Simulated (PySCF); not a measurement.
Molecule: isopropyl acetate, C5H10O2.

Mapped SMILES: `[CH3:1][C:2](=[O:3])[O:4][CH:5]([CH3:6])[CH3:7]` (H(Xn): hydrogen on atom n).

Geometry PBE0-D3(BJ)/def2-SVP throughout; GIAO in PySCF 2.14, gas phase, one conformer, non-relativistic; equivalent atoms averaged; functional PBE0.

For orientation, aug-cc-pVDZ gives these absolute shieldings σ: C2 27.4, C5 129.6, C1 174.5, C6/C7 174.2, O3 -63.5, O4 113.8, H(C5) 26.35, H(C1) 29.44, H(C6)/H(C7) 30.21 ppm.

A run gave: C2 32.4, C5 131.4, C1 175.9, C6/C7 174.4, O3 -76.2, O4 122.7, H(C5) 26.55, H(C1) 29.55, H(C6)/H(C7) 30.22 ppm (absolute shieldings σ).

Which basis set was used in that run?
A. cc-pVDZ
B. STO-3G
C. pcSseg-0
D. def2-TZVP

Results:

A. C2 tells them apart best: cc-pVDZ gives 32.4, STO-3G gives 120.9, pcSseg-0 gives 9.2, def2-TZVP gives 13.2 ppm.
